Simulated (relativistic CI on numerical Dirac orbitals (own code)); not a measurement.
Line list: Electric-dipole lines, Cs XX

Computed by Dirac-Coulomb-Breit CI, KLI orbitals optimised for each configuration, model QED (radiative potential, 1s self-energy scaled to tabulated hydrogen-like ionisation energies), unscaled Slater integrals (own radial code, finite nucleus).

CI space (outside the closed core [Ar] 3d10): 4s2 4p6, 4s2 4p5 4d, 4s 4p6 4d, 4s2 4p5 4f, 4s 4p6 4f, 4s2 4p5 5s, 4s2 4p5 5p, 4s 4p6 5s, 4s2 4p5 5d, 4p6 4d 4f, 4s 4p6 5p, 4s2 4p5 5f, 4s2 4p5 5g, 4s 4p6 5d, 4s2 4p5 6s, 4s2 4p5 6p, 4s2 4p5 6d, 4s 4p6 5f, 4p6 4f 5s, 4s2 4p5 6f, 4s 4p6 5g, 4p6 4d2, 4p5 4d3, 4p5 4d2 4f, 4p5 4d2 5s, 4p5 4d2 5p, 4p6 4f2, 4p5 4d 4f2, 4p5 4f3, 4p5 4f2 5s, 4p5 4f2 5p, 4p6 4d 5s, 4p5 4d 4f 5s, 4p5 4d 5s2, 4p5 4d 5s 5p. Double excitations out of closed p, d and f shells are left out; levels of such configurations are missing from the list, as are those of other unlisted configurations, and high levels can miss mixing partners. These lack a partner that the ground configuration has and come out too high: 4s2 4p5 5d, 4s2 4p5 5f, 4s2 4p5 5g, 4s2 4p5 6s, 4s2 4p5 6p.

```csv
λ vac (nm),Lower,Upper,A (s⁻¹),log gf,S velocity/length
6.9205,4s 4p6 4f 3F°_3 [41],4s 4p6 5g 3G_4 [252],9.56e+11,0.79,0.98
6.9307,4s 4p6 4f 3F°_4 [42],4s 4p6 5g 3G_5 [251],1.03e+12,0.91,0.98
6.9417,4s2 4p5 4f 3G_5 [18],4s2 4p5 5g 3H°_6 [90],1.04e+12,0.99,1.02
6.9453,4s2 4p5 4f 3G_3 [26],4s2 4p5 5g 3H°_4 [107],1.01e+12,0.82,1.01
6.9661,4s2 4p5 4f 3G_4 [19],4s2 4p5 5g 3H°_5 [92],9.57e+11,0.88,1.03
6.9945,4s2 4p5 4f 1G_4 [27],4s2 4p5 5g 3H°_5 [111],1.03e+12,0.92,1.01
6.9951,4s2 4p5 4f 3F_3 [22],4s2 4p5 5g 1G°_4 [94],7.90e+11,0.72,1.01
6.9993,4s2 4p5 4f 3D_1 [20],4s2 4p5 5g 3F°_2 [89],8.08e+11,0.47,0.94
7.0036,4s2 4p5 4f 3D_3 [28],4s2 4p5 5g 3F°_4 [108],1.03e+12,0.84,0.96
7.0166,4s2 4p5 4f 3D_2 [21],4s2 4p5 5g 3F°_3 [91],7.21e+11,0.57,0.95
7.0285,4s2 4p5 4f 3D_3 [23],4s2 4p5 5g 3F°_4 [93],8.03e+11,0.73,0.96
7.0386,4s 4p6 4f 1F°_3 [43],4s 4p6 5g 1G_4 [255],1.02e+12,0.83,0.98
7.0418,4s2 4p5 4f 3F_4 [24],4s2 4p5 5g 3G°_5 [95],9.46e+11,0.89,1.00
7.1104,4s2 4p5 4f 1D_2 [29],4s2 4p5 5g 3G°_3 [112],9.23e+11,0.69,0.98
7.1626,4s2 4p5 4f 1D_2 [25],4s2 4p5 5g 1F°_3 [96],8.09e+11,0.64,1.00
9.8065,4p6 4d2 1G_4 [68],4p5 4d3 1G°_4 [276],1.30e+12,1.23,0.67
9.8342,4p6 4d2 3F_4 [65],4p5 4d3 3F°_4 [267],1.12e+12,1.16,0.74
9.8685,4p6 4d2 3P_2 [69],4p5 4d3 1F°_3 [277],1.18e+12,1.08,0.75
9.8884,4p6 4d2 1G_4 [68],4p6 4d 4f 1H°_5 [274],1.03e+12,1.22,0.84
9.9849,4p6 4d2 3F_4 [65],4p6 4d 4f 1H°_5 [266],1.00e+12,1.22,0.84
9.9887,4p6 4d2 3F_2 [62],4p5 4d3 3F°_2 [258],1.08e+12,0.91,0.79
10.004,4p6 4d2 3F_3 [63],4p6 4d 4f 3G°_4 [261],9.92e+11,1.13,0.83
10.015,4p6 4d2 3F_3 [63],4p5 4d3 3F°_3 [260],9.95e+11,1.02,0.77
10.024,4s2 4p6 1S_0 [1],4s2 4p5 4d 1P°_1 [13],1.12e+12,0.71,0.64
10.067,4p6 4d2 3F_2 [62],4p6 4d 4f 3G°_3 [257],1.05e+12,1.05,0.83
10.889,4s2 4p5 4d 3P°_0 [2],4s2 4p5 4f 3D_1 [20],1.90e+11,0.01,0.73
10.963,4s2 4p5 4d 3P°_1 [3],4s2 4p5 4f 3D_2 [21],2.04e+11,0.26,0.75
11.058,4s2 4p5 4d 3P°_1 [3],4s2 4p5 4f 3D_1 [20],2.02e+11,0.04,0.73
11.181,4s2 4p5 4d 3P°_2 [5],4s2 4p5 4f 3F_3 [22],1.48e+11,0.29,0.89
11.255,4s2 4p5 4d 3F°_2 [10],4s2 4p5 4f 3G_3 [26],2.37e+11,0.50,0.95
11.275,4s2 4p5 4d 3P°_2 [5],4s2 4p5 4f 3D_2 [21],1.52e+11,0.16,0.73
11.290,4s 4p6 4d 3D_3 [16],4s 4p6 4f 3F°_4 [42],1.79e+11,0.49,0.89
11.341,4s2 4p5 4d 3F°_3 [4],4s2 4p5 4f 3G_4 [19],2.23e+11,0.59,1.00
11.396,4s2 4p5 4d 1D°_2 [7],4s2 4p5 4f 3D_3 [23],2.01e+11,0.44,0.82
11.502,4s2 4p5 4d 3D°_2 [11],4s2 4p5 4f 3D_3 [28],2.68e+11,0.57,0.81
11.565,4s2 4p5 4d 3F°_4 [6],4s2 4p5 4f 3G_5 [18],2.29e+11,0.70,1.01
11.650,4s2 4p5 4d 1F°_3 [12],4s2 4p5 4f 1G_4 [27],2.33e+11,0.63,0.95
11.668,4s2 4p5 4d 3D°_3 [8],4s2 4p5 4f 3F_4 [24],2.17e+11,0.60,0.92
11.839,4s 4p6 4d 1D_2 [17],4s 4p6 4f 1F°_3 [43],2.26e+11,0.52,0.90
15.310,4s2 4p5 4f 3G_5 [18],4s 4p6 4f 3F°_4 [42],1.06e+11,0.53,0.69
15.821,4s2 4p5 4d 3F°_4 [6],4s 4p6 4d 3D_3 [16],7.65e+10,0.30,1.00
16.097,4s2 4p5 4d 3F°_3 [4],4s 4p6 4d 3D_2 [15],6.77e+10,0.12,0.97
29.282,4s2 4p5 5d 3F°_3 [50],4s2 4p5 5f 3G_4 [76],5.40e+10,0.80,1.06
29.930,4s2 4p5 5d 3F°_4 [52],4s2 4p5 5f 3G_5 [75],5.38e+10,0.90,1.06
30.612,4s2 4p5 5p 3D_3 [36],4s2 4p5 5d 3F°_4 [52],4.22e+10,0.73,1.02
```

Terms are leading LS components. Brackets give the number of a level in order of energy, since labels repeat. The list gives strong lines, with weight on those to low levels, among the lowest 400 of 2891 levels, so that lines to higher ones, which can be the strongest, are missing. Levels whose partners in the same complex of configurations lie outside the list can be far off, and so can their lines. Rates are taken at the computed energies, electric ones in the length gauge. A velocity-to-length ratio far from 1 marks an uncertain rate.

At this charge energies of transitions that change n are usually good to better than 1 %, and those within a shell (Δn = 0) to a few per cent.

LS names give the leading component of a level, which can be under half, so a name can repeat, a term be missing and a line seem to break the LS rules.
